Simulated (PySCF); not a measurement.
CClF₂, SMILES F[C](F)Cl (connectivity only; charge and spin as stated), charge +1, multiplicity 1. Coordinates come from a PBE0-D3(BJ)/def2-TZVP optimisation. The multiplicity is an assumed one; other spin states were not compared. The isomer is the one that the SMILES or the coordinates give; other isomers of the formula were not compared.

TDA-B3LYP/def2-SVPD (PySCF) puts the lowest singlet excitations at 5.32, 7.54, 8.46, 8.47, 9.35, 9.86 eV.

### Question
What are the lowest excitation roots from PySCF with ADC(2)/aug-cc-pVDZ? (An estimate is asked for; the answer gives what the named calculation found.)

### Answer
5.80, 7.02, 8.65, 8.66, 9.52, 9.73 eV. S1 differs by 0.47 eV (second minus first; roots are paired by order, and the bases may differ).
